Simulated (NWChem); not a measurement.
CH₂F₂O₂Si; SMILES F[SiH](OC=O)F

```xyz
8

O     -0.9267     1.8502     0.0000
C      0.2643     1.8290     0.0000
O      1.0096     0.7066     0.0000
Si     0.3949    -0.8510     0.0000
F     -0.5088    -1.0860    -1.2992
F     -0.5088    -1.0860     1.2992
H      0.9202     2.7233     0.0000
H      1.5462    -1.7584     0.0000
```
Atoms are numbered in this order, from 1.

Level: PBE0/def2-SVP (NWChem), optimised geometry, unscaled harmonic frequencies. 

List the harmonic frequencies with IR intensities, and the thermochemistry.


| frequency (cm⁻¹) | IR intensity (km/mol) |
|---|---|
| 65 | 0.3 |
| 105 | 0.5 |
| 152 | 5.9 |
| 287 | 26.2 |
| 340 | 25.9 |
| 370 | 61.5 |
| 727 | 10.2 |
| 779 | 45.2 |
| 840 | 24.7 |
| 842 | 78.1 |
| 932 | 256.4 |
| 1012 | 230.7 |
| 1052 | 0.0 |
| 1227 | 541.2 |
| 1397 | 1.2 |
| 1895 | 317.3 |
| 2393 | 75.4 |
| 3085 | 48.9 |

zero-point energy: 25.0 kcal/mol
thermal correction to the enthalpy at 298.15 K (with zero-point energy): 29.7 kcal/mol
heat capacity Cv: 20.7 cal/(mol K)
entropy at 298.15 K and 1 atm (symmetry number 1): 82.5 cal/(mol K)
dipole moment: 2.83 D

Rigid rotor and harmonic oscillator; modes under 100 cm⁻¹ make the entropy uncertain.
